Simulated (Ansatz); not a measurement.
C2H3ClSn, SMILES `C#[C][SnH2][Cl]`. Charge 0, multiplicity 1. Sn takes the def2 core potential. All single points use the PBE0-D4/def2-TZVP geometry.

```xyz
7

C    -0.576   -2.036   -0.436
C    -0.240   -0.916   -0.139
Sn    0.345    0.996    0.396
Cl   -0.019    2.342   -1.467
H    -0.874   -3.024   -0.705
H    -0.646    1.596    1.635
H     2.010    1.041    0.716
```

(1) What is the dipole moment at PBE/def2-TZVPP? (An estimate is asked.)

(2) And with r2SCAN, B3LYP, ωB97M-V? (An estimate is asked.)

(3) Give the Mulliken charges with PBE, ωB97M-V, r2SCAN in def2-TZVPP. (Estimate.)

Answers

(1) Ansatz gave: 2.26 D, with components (0.31, -1.39, 1.75) D in this frame, pointing from negative to positive charge.

(2) Computed: r2SCAN 2.38 D, B3LYP 2.35 D, ωB97M-V 2.39 D.

(3) The calculation gave: 
```
atom    PBE  ωB97M-V  r2SCAN
  C1  -0.05    -0.05   -0.11
  C2  -0.45    -0.54   -0.47
 Sn3   0.85     0.85    0.95
 Cl4  -0.36    -0.35   -0.39
  H5   0.20     0.22    0.21
  H6  -0.09    -0.06   -0.10
  H7  -0.09    -0.06   -0.10
```

B3LYP here is the variant with VWN-RPA as its local correlation; programs differ in this.
